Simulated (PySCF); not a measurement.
## Fractional electron number in Ti²⁺ (titanium, charge +2)

The 3d alpha orbital of [Ar] 3d2 is emptied in steps (occupation f), with all orbitals relaxed, ending at [Ar] 3d1. Computed with PySCF 2.14 in def2-SVP, with the non-relativistic Hamiltonian (point nucleus). The exact energy is a straight line in f; departures are measured from the line between the end points of the same method.

| f | UHF (eV) | LDA (eV) | PBE (eV) |
| --- | --- | --- | --- |
| 1 | 0.000 | 0.000 | 0.000 |
| 0.75 | 0.147 | -1.468 | -1.444 |
| 0.5 | 0.187 | -1.991 | -1.954 |
| 0.25 | 0.133 | -1.517 | -1.485 |
| 0 | 0.000 | 0.000 | 0.000 |

Q: For LDA, how does the orbital energy at f = 1 compare with the removal energy?

A: −ε = 21.013 eV against a total-energy difference of 28.706 eV. By Janak's theorem ε = ∂E/∂f, so the gap between them reflects the curvature. Along the path −ε is 24.690 (f = 0.75), 28.576 (f = 0.5), 32.659 (f = 0.25) eV.

```json
{"method": "UHF", "E(f=0) − E(f=1) (eV)": "27.183", "−ε at f=1 (eV)": "28.008", "−ε at f=0.5 (eV)": "27.147"}
{"method": "LDA", "E(f=0) − E(f=1) (eV)": "28.706", "−ε at f=1 (eV)": "21.013", "−ε at f=0.5 (eV)": "28.576"}
{"method": "PBE", "E(f=0) − E(f=1) (eV)": "28.663", "−ε at f=1 (eV)": "21.080", "−ε at f=0.5 (eV)": "28.553"}
```

Reference removal energy between the ground levels: 27.492 eV (measured; NIST Atomic Spectra Database, ionization energies). The calculation has no spin-orbit coupling. UHF lacks correlation.
